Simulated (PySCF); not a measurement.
C4H5ClSi, SMILES C#C[Si@H](Cl)C=C.

Coordinates come from a B3LYP-D3(BJ)/def2-SVP optimisation. The structure was generated by enumeration; whether it is a known compound was not checked. The values are those of a single conformer.

Level of theory: PySCF with CAM-B3LYP/def2-TZVP.

The molecule is in vacuum.

```
Quantity                                                                                                       Result
---------------------------------------------------------------------------------------------  ----------------------
total energy                                                                                       -905.10845 hartree
highest occupied level                                                                                       -9.60 eV
lowest empty level                                                                                            0.04 eV
orbital gap                                                                                                   9.63 eV
dipole moment                                                                                                  2.21 D
quadrupole, principal values (traceless, Buckingham form, about the centre of nuclear charge)  -8.11, -1.44, 9.55 D·Å
mean static polarisability                                                                      79.3 bohr³ (11.75 Å³)
polarisability, principal values                                                               59.3, 82.4, 96.1 bohr³
```
